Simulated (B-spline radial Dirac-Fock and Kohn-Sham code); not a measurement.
**Conversion-electron coefficients: Fe, 217 keV**

Z = 26 (iron), transition energy 217 keV. Model: a Dirac-Hartree-Slater potential of the neutral atom with a Latter tail (no hole, which puts coefficients of high multipoles low close above an edge), finite nucleus with surface currents. Program: an atomic code on a B-spline grid. Subshells that would emit electrons below 1 keV are left out.

Input file task.json (cfg lists n, l and occupation; rrms is the nuclear radius in fm):

```json
{"items": [{
  "Z": 26,
  "q": 0,
  "cfg": [[1, 0, 2], [2, 0, 2], [2, 1, 6], [3, 0, 2], [3, 1, 6], [3, 2, 6], [4, 0, 2]],
  "A": 56,
  "rrms": 3.7377,
  "do": "conversion",
  "gamma": [217.0],
  "edges": {"K": 7112.0, "L1": 844.6, "L2": 719.9, "L3": 706.8, "M1": 91.3, "M2": 67.22, "M3": 65.6}
}]}
```

Run with: `python xray2_run.py task.json out`

| subshell | electron energy (keV) | E2 | E3 | E5 | M1 | M3 |
| --- | --- | --- | --- | --- | --- | --- |
| K | 209.89 | 0.0230 | 0.123 | 3.11 | 0.00436 | 0.129 |
| L1 | 216.16 | 0.00210 | 0.0111 | 0.276 | 0.000413 | 0.0130 |
| L2 | 216.28 | 8.89e-05 | 0.00127 | 0.124 | 8.28e-06 | 0.000829 |
| L3 | 216.29 | 0.000115 | 0.00137 | 0.119 | 4.12e-06 | 0.000775 |
| M1 | 216.91 | 0.000306 | 0.00162 | 0.0400 | 6.04e-05 | 0.00191 |
| M2 | 216.93 | 1.25e-05 | 0.000179 | 0.0175 | 1.17e-06 | 0.000117 |
| M3 | 216.93 | 1.62e-05 | 0.000193 | 0.0167 | 5.79e-07 | 0.000110 |
| M4 | 216.99 | 4.47e-09 | 6.60e-08 | 2.91e-05 | 3.24e-10 | 9.91e-08 |
| M5 | 216.99 | 5.63e-09 | 7.46e-08 | 2.47e-05 | 3.59e-10 | 2.51e-08 |
| N1 | 216.99 | 1.90e-05 | 0.000100 | 0.00248 | 3.75e-06 | 0.000119 |
| total |  | 0.0257 | 0.139 | 3.70 | 0.00485 | 0.146 |

Problem. For a pure E5 transition, what fraction of decays emits a photon?

Solution. 1/(1 + α) = 0.213 with the total α = 3.70.

Values without a named source are computed, but for edge energies of neutral atoms, which are taken from tables.
